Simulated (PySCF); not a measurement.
Species: perfluorobutyryl chloride, C4ClF7O.
Structure used (PBE0-D3(BJ)/def2-SVP), in Å, numbered top down from 1:
```
atom  x, y, z in Å
O1     1.3863    1.5064   -1.4909
C2     1.5259    0.5490   -0.8167
Cl3    2.5276   -0.8172   -1.2393
C4     0.8448    0.3978    0.5668
F5     0.4492    1.6095    0.9575
F6     1.7271   -0.0812    1.4498
C7    -0.3850   -0.5474    0.5991
F8     0.0081   -1.7777    0.2560
F9    -0.8412   -0.5653    1.8537
C10   -1.5526   -0.1514   -0.3296
F11   -2.0264    1.0403   -0.0135
F12   -2.5182   -1.0468   -0.2201
F13   -1.1256   -0.1309   -1.5889
```

Computed at PBE0/pcSseg-1 (PySCF, non-relativistic), with Q(17O) = −0.0256 b, Q(35Cl) = −0.0817 b: O1, 17O (I = 5/2): χzz = 10.26 MHz, η = 0.605; Cl3, 35Cl (I = 3/2): χzz = -68.10 MHz, η = 0.319.

Q: Where would the pure quadrupole (NQR) lines of 17O at O1 fall for the rigid, isolated species?

A: From the eigenvalues of H = χ/[4I(2I − 1)] × [3Iz² − I(I + 1) + η(Ix² − Iy²)], steps between neighbouring levels, labelled as for η = 0: ±1/2↔±3/2 2.059 MHz, ±3/2↔±5/2 2.898 MHz (carbonyl oxygen).

Q: Where would the pure quadrupole (NQR) lines of 35Cl at Cl3 fall for the rigid, isolated species?

A: From ν = (|χ|/2)√(1 + η²/3): ν = 34.62 MHz (chlorine bonded to C). For 37Cl the ratio of quadrupole moments, 0.7881, gives 27.29 MHz.

In a crystal, neighbours and librations shift these lines. A larger basis could move these couplings by a tenth or more.

One conformer stands for the species.
